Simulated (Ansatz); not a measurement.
Te₂Pb₃⁺. Total charge 1; doublet. Geometry PBE0-D4/def2-SVP.

```xyz
5

Pb    0.500    1.200    1.661
Pb   -2.816   -1.951    0.670
Pb    0.292    0.217   -2.078
Te    0.046   -1.472    0.385
Te    1.979    2.006   -0.637
```

In the def2 sets Pb, Te take a core potential; there is no spin–orbit coupling. Another isomer (doublet) lies 1.24 eV lower at PBE0-D4/def2-TZVP; other spin states weren't run for this one.

Estimate the α-spin orbital energies around the gap (eV) in Ansatz with LDA (SPW92)/def2-TZVP, PBE-D4/def2-SVP, PBE-D4/def2-TZVP, r2SCAN-D4/def2-TZVP, PBE0-D4/def2-SVP.


```
orbital  LDA (SPW92)/def2-TZVP  PBE-D4/def2-SVP  PBE-D4/def2-TZVP  r2SCAN-D4/def2-TZVP  PBE0-D4/def2-SVP
 HOMO−9                 -16.72           -16.44            -16.36               -16.75            -17.81
 HOMO−8                 -16.64           -16.41            -16.31               -16.75            -17.75
 HOMO−7                 -15.70           -15.41            -15.35               -15.68            -16.63
 HOMO−6                 -10.84           -10.70            -10.60               -10.88            -11.69
 HOMO−5                 -10.83           -10.68            -10.58               -10.82            -11.59
 HOMO−4                 -10.45           -10.27            -10.20               -10.42            -11.11
 HOMO−3                  -9.97            -9.82             -9.74                -9.97            -10.68
 HOMO−2                  -9.51            -9.34             -9.28                -9.51            -10.18
 HOMO−1                  -9.36            -9.18             -9.13                -9.32             -9.98
   HOMO                  -7.95            -7.81             -7.77                -8.03             -8.57
   LUMO                  -7.85            -7.58             -7.53                -7.40             -6.85
 LUMO+1                  -7.29            -7.07             -7.02                -7.00             -6.51
 LUMO+2                  -7.17            -6.97             -6.92                -6.90             -6.44
 LUMO+3                  -6.09            -5.83             -5.81                -5.62             -5.20
 LUMO+4                  -5.95            -5.73             -5.71                -5.57             -5.16
 LUMO+5                  -5.65            -5.38             -5.37                -5.15             -4.69
 β HOMO                  -9.34            -9.16             -9.11                -9.32             -9.98
 β LUMO                  -7.60            -7.30             -7.26                -7.01             -6.55
```
